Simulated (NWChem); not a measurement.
System: C3H8NO cation; SMILES CN(C)C=[OH+]

NWChem input:

```
start job
memory heap 200 mb stack 900 mb global 1100 mb
charge 1
geometry units angstroms noautosym nocenter noautoz
  C     -1.446913     0.461037     0.004331
  N      0.020799     0.387358     0.001773
  C      0.751577     1.661403     0.000124
  C      0.663662    -0.749869     0.000400
  O      0.012073    -1.883198     0.001549
  H     -1.774478     1.015723     0.905520
  H     -1.883040    -0.551517     0.007289
  H     -1.778058     1.013287    -0.896980
  H      1.841703     1.482248    -0.006165
  H      0.476629     2.239193     0.904157
  H      0.466954     2.242130    -0.898985
  H      1.769149    -0.735055    -0.001586
  H      0.615639    -2.656174     0.000695
end
basis spherical
  * library 6-311g**
end
dft
  xc b3lyp
  iterations 150
end
tddft
  cis
  ecut -13.0
  nroots 6
  notriplet
end
task tddft energy
```

Output (shortened):

```
             Northwest Computational Chemistry Package (NWChem) 7.3.0
             --------------------------------------------------------

                             Geometry "geometry" -> ""
                             -------------------------

 Output coordinates in angstroms (scale by  1.889725989 to convert to a.u.)

  No.       Tag          Charge          X              Y              Z
 ---- ---------------- ---------- -------------- -------------- --------------
    1 C                    6.0000    -1.44691300     0.46103700     0.00433100
    2 N                    7.0000     0.02079900     0.38735800     0.00177300
    3 C                    6.0000     0.75157700     1.66140300     0.00012400
    4 C                    6.0000     0.66366200    -0.74986900     0.00040000
    5 O                    8.0000     0.01207300    -1.88319800     0.00154900
    6 H                    1.0000    -1.77447800     1.01572300     0.90552000
    7 H                    1.0000    -1.88304000    -0.55151700     0.00728900
    8 H                    1.0000    -1.77805800     1.01328700    -0.89698000
    9 H                    1.0000     1.84170300     1.48224800    -0.00616500
   10 H                    1.0000     0.47662900     2.23919300     0.90415700
   11 H                    1.0000     0.46695400     2.24213000    -0.89898500
   12 H                    1.0000     1.76914900    -0.73505500    -0.00158600
   13 H                    1.0000     0.61563900    -2.65617400     0.00069500

 Effective nuclear repulsion energy (a.u.)     190.0545410260

                                 NWChem DFT Module
                                 -----------------

 Summary of "ao basis" -> "ao basis" (spherical)
 ------------------------------------------------------------------------------
       Tag                 Description            Shells   Functions and Types
 ---------------- ------------------------------  ------  ---------------------
 C                          6-311g**                 8       18   4s3p1d
 N                          6-311g**                 8       18   4s3p1d
 O                          6-311g**                 8       18   4s3p1d
 H                          6-311g**                 4        6   3s1p

            General Information
            -------------------
          SCF calculation type: DFT
          Wavefunction type:  closed shell.
          No. of atoms     :    13
          No. of electrons :    40
           Alpha electrons :    20
            Beta electrons :    20
          Charge           :     1
          Spin multiplicity:     1
          Use of symmetry is: off; symmetry adaption is: off
          Maximum number of iterations: 150
          AO basis - number of functions:   138
                     number of shells:    72
          Convergence on energy requested:  1.00D-06
          Convergence on density requested:  1.00D-05
          Convergence on gradient requested:  5.00D-04

              XC Information
              --------------
                         B3LYP Method XC Potential
                     Hartree-Fock (Exact) Exchange  0.200
                        Slater Exchange Functional  0.800 local
                    Becke 1988 Exchange Functional  0.720 non-local
              Lee-Yang-Parr Correlation Functional  0.810
                  VWN I RPA Correlation Functional  0.190 local

             Grid Information
             ----------------
          Grid used for XC integration:  medium
          Radial quadrature: Mura-Knowles
          Angular quadrature: Lebedev.
          Tag              B.-S. Rad. Rad. Pts. Rad. Cut. Ang. Pts.
          ---              ---------- --------- --------- ---------
          C                   0.70       49          12.0       434
          N                   0.65       49          10.0       434
          O                   0.60       49          11.0       434
          H                   0.35       45          12.0       434
          Grid pruning is: on
          Number of quadrature shells:   605
          Spatial weights used:  Erf1

      Superposition of Atomic Density Guess
      -------------------------------------

 Sum of atomic energies:        -246.08693663

 Renormalizing density from      41.00 to     40

      Non-variational initial energy
      ------------------------------

[...]

                                NWChem TDDFT Module
                                -------------------

            General Information
            -------------------
           No. of orbitals :     276
            Alpha orbitals :     138
             Beta orbitals :     138
        Alpha frozen cores :       0
         Beta frozen cores :       0
     Alpha frozen virtuals :       0
      Beta frozen virtuals :       0
         Spin multiplicity :       1
    Number of AO functions :     138
        Use of symmetry is : off
      Symmetry adaption is : off
         Schwarz screening :  0.10D-07

              XC Information
              --------------
                  B3LYP Method XC Potential
              Hartree-Fock (Exact) Exchange   0.20
                 Slater Exchange Functional   0.80 local
             Becke 1988 Exchange Functional   0.72 non-local
       Lee-Yang-Parr Correlation Functional   0.81
           VWN I RPA Correlation Functional   0.19 local

             TDDFT Information
             -----------------
          Calculation type : Tamm-Dancoff TDDFT
         Wavefunction type : Restricted singlets
          No. of electrons :      40
           Alpha electrons :      20
            Beta electrons :      20
              No. of roots :       6
          Max subspacesize :    5200
            Max iterations :     100
               Target root :       1
           Target symmetry : none
             Energy Cutoff :-0.13D+02
      Symmetry restriction : off
                 Algorithm : Optimal
        Davidson threshold :  0.10D-03

    6 smallest eigenvalue differences (eV)
--------------------------------------------------------
  No. Spin  Occ  Vir  Irrep   E(Occ)    E(Vir)   E(Diff)
--------------------------------------------------------
    1    1    2   21 a       -14.599    -0.238   390.807
    2    1    2   22 a       -14.599    -0.164   392.800
    3    1    2   23 a       -14.599    -0.123   393.936
    4    1    2   24 a       -14.599    -0.104   394.428
    5    1    2   25 a       -14.599    -0.071   395.333
    6    1    2   26 a       -14.599    -0.069   395.397
--------------------------------------------------------

  Entering Davidson iterations
  Restricted singlet excited states

  Iter   NTrls   NConv    DeltaV     DeltaE      Time
  ----  ------  ------  ---------  ---------  ---------
    1      6       0     0.10E+00   0.10+100       18.4
    2     12       0     0.36E-01   0.65E-02       18.0
    3     18       0     0.44E-02   0.40E-03       17.8
    4     24       4     0.45E-03   0.15E-04       17.8
    5     26       6     0.41E-04   0.18E-06       11.8
  ----  ------  ------  ---------  ---------  ---------
  Convergence criterion met

  Ground state a        -248.932485511129 a.u.

  ----------------------------------------------------------------------------
  Root   1 singlet a             14.274500941 a.u.              388.4291 eV
  ----------------------------------------------------------------------------
     Transition Moments    X  0.00011   Y  0.00001   Z  0.05790
     Dipole Oscillator Strength                    0.0319067593
     Electric Quadrupole                           0.0000305241
     Magnetic Dipole                               0.0000465207
     Total Oscillator Strength                     0.0319838041

     Occ.    2  a   ---  Virt.   21  a        0.99825
  ----------------------------------------------------------------------------
  Root   2 singlet a             14.393654492 a.u.              391.6714 eV
  ----------------------------------------------------------------------------
     Transition Moments    X -0.01048   Y -0.00566   Z  0.00002
     Dipole Oscillator Strength                    0.0013623469
     Electric Quadrupole                           0.0000007057
     Magnetic Dipole                               0.0000014305
     Total Oscillator Strength                     0.0013644830

     Occ.    2  a   ---  Virt.   22  a       -0.98571
     Occ.    2  a   ---  Virt.   23  a        0.07730
     Occ.    2  a   ---  Virt.   26  a       -0.10308
     Occ.    2  a   ---  Virt.   31  a        0.07523
  ----------------------------------------------------------------------------
  Root   3 singlet a             14.434593480 a.u.              392.7854 eV
  ----------------------------------------------------------------------------
     Transition Moments    X  0.00427   Y -0.00659   Z -0.00003
     Dipole Oscillator Strength                    0.0005939147
     Electric Quadrupole                           0.0000009225
     Magnetic Dipole                               0.0000002982
     Total Oscillator Strength                     0.0005951354

     Occ.    2  a   ---  Virt.   22  a        0.07045
     Occ.    2  a   ---  Virt.   23  a        0.98968
     Occ.    2  a   ---  Virt.   24  a       -0.07788
     Occ.    2  a   ---  Virt.   25  a       -0.08518
  ----------------------------------------------------------------------------
  Root   4 singlet a             14.450183413 a.u.              393.2097 eV
  ----------------------------------------------------------------------------
     Transition Moments    X -0.00878   Y -0.00908   Z  0.00000
     Dipole Oscillator Strength                    0.0015379026
     Electric Quadrupole                           0.0000015718
     Magnetic Dipole                               0.0000009544
     Total Oscillator Strength                     0.0015404287

[...]
```

Level: B3LYP/6-311G** (spherical d), restricted-window TDA. All runs use the structure optimised with PBE-D3(BJ)/def2-SVP. No frequency run checked for a minimum. B3LYP is NWChem's, with the RPA form of VWN correlation. The quadrupole and magnetic terms of the printed total strengths depend on the origin.
